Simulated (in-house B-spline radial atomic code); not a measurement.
# Ionising Hf II (Hf+) with different functionals

Computed with an all-electron radial atomic-structure program (B-spline basis): four-component Dirac-Coulomb Hamiltonian, Fermi nucleus of rms radius 5.347 fm, spin-restricted, spherical fractional occupations for the functionals, and exact exchange of hybrids averaged over the configuration. The ionisation energy is the difference of two self-consistent energies, [Xe] 4f14 5d1 6s2 → [Xe] 4f14 5d2, without Breit or QED terms; ε is the level of the shell that loses the electron (mean over j). The two configurations differ by more than the removed electron. The electron is taken from both j subshells in proportion to 2j + 1, so the result is a j average, not the step between ground levels.

```
   method                    rung  ΔSCF (eV)  -ε(6s) (eV)
BHandHLYP           global hybrid      14.95        13.02
    B3LYP           global hybrid      15.57        12.42
  LC-wPBE  range-separated hybrid          ?            ?
CAM-B3LYP  range-separated hybrid          ?            ?
```

**Question.** What does LC-wPBE give?

**Answer.** ΔSCF 14.87 eV, and -ε(6s) = 14.60 eV.

**Question.** What does CAM-B3LYP give?

**Answer.** ΔSCF 15.38 eV, and -ε(6s) = 13.61 eV.

**Question.** Among the functionals, which spreads more, the ΔSCF values or the orbital energies?

**Answer.** The orbital energies: ΔSCF values span about 0.69 eV and the orbital energies 2.18 eV.

**Question.** How do they compare with the NIST value?

**Answer.** NIST lists 14.61 eV ± 0.04 (tabulated theory, ground level to ground level). Errors run from +0.26 to +0.96 eV; LC-wPBE is closest (+0.26 eV), but part of that can be cancellation, since the calculations leave out Breit-QED terms, spin polarisation, the choice among j levels, multiplet and fine-structure energies.
